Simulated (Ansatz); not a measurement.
System: sum formula InH₂F, net charge 0, singlet state. 
Geometry from a B3LYP-D3(BJ)/def2-TZVP (Ansatz, a quantum-chemistry and plane-wave program) optimisation:
SMILES: [F][InH2]
```xyz
4

F     -0.8615     1.4647     0.0100
In     0.1404    -0.2388    -0.0016
H     -0.9461    -1.5548     0.0089
H      1.8186     0.0714    -0.0191
```
Charge 0, spin multiplicity 1.

Quantity: atomisation energy (electronic, to ground-state atoms), in kcal/mol. Cores are frozen in the correlated levels unless marked. Open shells are spin-unrestricted. Spin-orbit coupling is left out. Frozen are the shells of the preceding noble gas and the d and f shells that filled before the atom's block. Past Kr the def2 sets carry scalar-relativistic core potentials. The coupled-cluster limit lacks core correlation, which all-electron functionals hold. CBS(X,Y): correlation extrapolated as X^-3; Hartree-Fock from the larger set. [CCSD(T)-MP2]/basis is that difference in the basis named.

| level | program | atomisation energy (kcal/mol) | minus last row |
|---|---|---|---|
| HF/def2-SVP | Ansatz | 148.2 | -75.8 |
| HF/def2-TZVPPD | Ansatz | 153.0 | -71.0 |
| wB97X/def2-TZVPD | Ansatz | 223.0 | -1.0 |
| B2GP-PLYP-D4/def2-TZVPD | Ansatz + dftd4 | 217.0 | -7.0 |
| RPA@PBE/def2-QZVPP | Ansatz | 206.6 | -17.4 |
| RI-MP2/CBS(def2-TZVPPD,def2-QZVPPD) | Ansatz | 228.4 | 4.4 |
| SCS-MP2/def2-TZVPPD | Ansatz | 221.4 | -2.6 |
| CCSD/def2-SVP | Ansatz | 199.6 | -24.4 |
| RI-MP2/CBS(def2-TZVPPD,def2-QZVPPD)+[CCSD(T)-MP2]/def2-QZVPPD | Ansatz | 224.0 | 0.0 |
| CCSD(T)/CBS(def2-TZVPPD,def2-QZVPPD) | Ansatz | 224.0 | 0.0 |
